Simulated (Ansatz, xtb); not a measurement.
# Isomers of GeH8N2Si in order of energy

3 gas-phase structures of GeH8N2Si, from a drawn sample of its isomers (lower ones may exist). Each was relaxed with GFN2-xTB; where two conformers were screened, the lower at r2SCAN-D4/def2-SVP is listed:

A. `N[SiH](N)[GeH3]`, a singlet
B. `[NH2][GeH]([NH2])[SiH3]`, a singlet
C. `N[SiH2][GeH2][NH2]`, a singlet

Question: Estimate their order in r2SCAN-D4/def2-SVP energy at these geometries, lowest first.

Answer: Calculated order at r2SCAN-D4/def2-SVP: A (0.0), C (51.4), B (69.6) kJ/mol.

Energies above the lowest of each column, in kJ/mol; the last columns are at PBE-D3(BJ)/def2-SVP geometries:

```
structure  GFN2-xTB  HF/STO-3G  r2SCAN-D4/def2-SVP  PBE-D3(BJ)/def2-SVP  CCSD(T)/def2-SVP + ΔMP2/def2-TZVPP
        A       0.0        0.0                 0.0                  0.0                                 0.0
        C      20.0       24.2                51.4                 63.0                                67.0
        B      45.4       16.9                69.6                 81.3                                87.9
```

Every level run on A puts it lowest or level with the lowest. Flexible structures stand in one conformer each, not always the lowest. A keeps a small imaginary mode. ΔMP2 is the change of the MP2 energy from the smaller to the larger basis.

Programs: Ansatz 0.2.0, xtb 6.7.1.
